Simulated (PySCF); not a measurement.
Sn(OH)(NH2)3, SMILES [Sn]([NH2])([NH2])([OH])[NH2] (PBE0/def2-SVP optimised geometry):

```
12

N     -1.117    -2.014     1.572
Sn    -0.602    -0.833     0.000
N     -1.336     1.056     0.000
N      1.432    -0.833     0.000
O     -1.480    -1.606    -1.608
H     -2.050    -1.801     1.921
H     -0.473    -1.905     2.354
H     -0.618     1.764     0.140
H     -1.826     1.265    -0.868
H      1.825    -1.764     0.134
H      1.826    -0.460    -0.862
H     -1.613    -2.556    -1.507
```

Level of theory: PBE0/def2-TZVP, def2 effective core potentials past Kr (PySCF).

Problem. What are the frontier orbital energies and the dipole moment?

Solution. HOMO-2 -7.70 eV, HOMO-1 -7.56 eV, HOMO -7.41 eV, LUMO -0.67 eV, LUMO+1 0.95 eV; dipole moment 1.23 D.

On the same geometry PBE/def2-TZVP, def2 effective core potentials past Kr (PySCF 2.14.0) gives HOMO-2 -6.22 eV, HOMO-1 -6.06 eV, HOMO -5.95 eV, LUMO -1.60 eV, LUMO+1 0.17 eV; dipole moment 1.17 D.
